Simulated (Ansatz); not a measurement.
Relaxation of CH₁₀O₂Si₃ (16 atoms, charge 0, multiplicity 1), to a largest force component of 0.02 eV/Å in at most 50 steps.

Method: Ansatz 0.2.0, RKS PBE0/STO-3G.

```xyz
16
Properties=species:S:1:pos:R:3:forces:R:3
C 0.703 -1.468 -2.650 -5.16 2.80 0.23
Si 0.993 -0.540 -1.080 11.20 1.41 0.33
O -0.356 0.287 -0.511 -3.02 -2.41 -0.75
Si -0.629 1.328 0.740 -2.65 0.93 2.18
O -2.292 1.750 0.539 1.35 1.86 2.03
Si -0.334 0.344 2.828 0.20 -0.29 0.18
H 0.381 -0.723 -3.445 0.66 -1.12 0.89
H -0.112 -2.138 -2.547 -1.12 -1.75 -0.65
H 1.545 -1.943 -2.971 3.04 -1.74 -0.92
H 1.421 -1.508 -0.019 -1.75 -0.54 -0.42
H -0.790 0.095 -1.380 -2.73 1.70 -0.52
H 0.145 2.547 0.635 0.10 0.05 -0.30
H -2.825 1.286 -0.138 -0.03 -1.40 -1.33
H 1.073 -0.045 2.984 -0.58 0.18 -0.05
H -0.680 1.246 3.941 0.14 -0.29 -0.68
H -1.153 -0.870 2.987 0.36 0.62 -0.21
```

Task: Where does it end, and by what steps?

Result: The forces met the threshold. The force dipped under the threshold on the way, but the program's further checks kept it going. Limits of this set-up: minimal basis. After 45 steps the energy has fallen by 4.016 eV; H10 moved furthest, 1.96 Å. The start is strongly strained (largest force component 11 eV/Å).

```json
{"step": "0", "energy less start (eV)": "0.0000", "largest force component (eV/Å)": "11.195", "accepted": "yes"}
{"step": "2", "energy less start (eV)": "-3.3425", "largest force component (eV/Å)": "0.985", "accepted": "yes"}
{"step": "4", "energy less start (eV)": "-3.6882", "largest force component (eV/Å)": "0.923", "accepted": "yes"}
{"step": "6", "energy less start (eV)": "-3.8495", "largest force component (eV/Å)": "0.488", "accepted": "yes"}
{"step": "8", "energy less start (eV)": "-3.8948", "largest force component (eV/Å)": "0.187", "accepted": "yes"}
{"step": "10", "energy less start (eV)": "-3.9032", "largest force component (eV/Å)": "0.114", "accepted": "yes"}
{"step": "12", "energy less start (eV)": "-3.9050", "largest force component (eV/Å)": "0.134", "accepted": "yes"}
{"step": "14", "energy less start (eV)": "-3.9068", "largest force component (eV/Å)": "0.022", "accepted": "yes"}
{"step": "16", "energy less start (eV)": "-3.9072", "largest force component (eV/Å)": "0.020", "accepted": "yes"}
{"step": "18", "energy less start (eV)": "-3.9074", "largest force component (eV/Å)": "0.024", "accepted": "yes"}
{"step": "20", "energy less start (eV)": "-3.9080", "largest force component (eV/Å)": "0.047", "accepted": "yes"}
{"step": "22", "energy less start (eV)": "-3.9097", "largest force component (eV/Å)": "0.153", "accepted": "yes"}
{"step": "24", "energy less start (eV)": "-3.9127", "largest force component (eV/Å)": "0.143", "accepted": "yes"}
{"step": "26", "energy less start (eV)": "-3.9210", "largest force component (eV/Å)": "0.286", "accepted": "yes"}
{"step": "28", "energy less start (eV)": "-3.9403", "largest force component (eV/Å)": "0.291", "accepted": "yes"}
{"step": "30", "energy less start (eV)": "-3.9835", "largest force component (eV/Å)": "0.238", "accepted": "yes"}
{"step": "32", "energy less start (eV)": "-4.0009", "largest force component (eV/Å)": "0.299", "accepted": "yes"}
{"step": "34", "energy less start (eV)": "-3.9988", "largest force component (eV/Å)": "0.310", "accepted": "no"}
{"step": "36", "energy less start (eV)": "-4.0138", "largest force component (eV/Å)": "0.036", "accepted": "yes"}
{"step": "38", "energy less start (eV)": "-4.0144", "largest force component (eV/Å)": "0.026", "accepted": "yes"}
{"step": "40", "energy less start (eV)": "-4.0148", "largest force component (eV/Å)": "0.018", "accepted": "yes"}
{"step": "42", "energy less start (eV)": "-4.0152", "largest force component (eV/Å)": "0.045", "accepted": "yes"}
{"step": "44", "energy less start (eV)": "-4.0157", "largest force component (eV/Å)": "0.034", "accepted": "yes"}
{"step": "45", "energy less start (eV)": "-4.0159", "largest force component (eV/Å)": "0.012", "accepted": "yes"}
```

```xyz
16
Properties=species:S:1:pos:R:3
C 0.987 -0.955 -2.233
Si 0.658 -1.369 -0.388
O -1.015 -0.445 -0.400
Si -0.741 1.067 0.458
O -2.226 1.883 0.285
Si -0.030 0.506 2.525
H 1.383 0.055 -2.391
H 0.101 -1.055 -2.875
H 1.736 -1.645 -2.639
H -0.008 -2.655 -0.702
H -1.403 -0.273 -1.318
H 0.175 1.864 -0.332
H -2.854 1.458 0.959
H 1.407 0.591 2.607
H -0.593 1.436 3.479
H -0.488 -0.816 2.876
```

Whether the end is a true minimum wasn't checked by a vibrational analysis.

Run time: 4.1 min on 1 thread of Intel(R) Xeon(R) Processor @ 2.70GHz, on a shared host, peak memory 0.16 GiB.
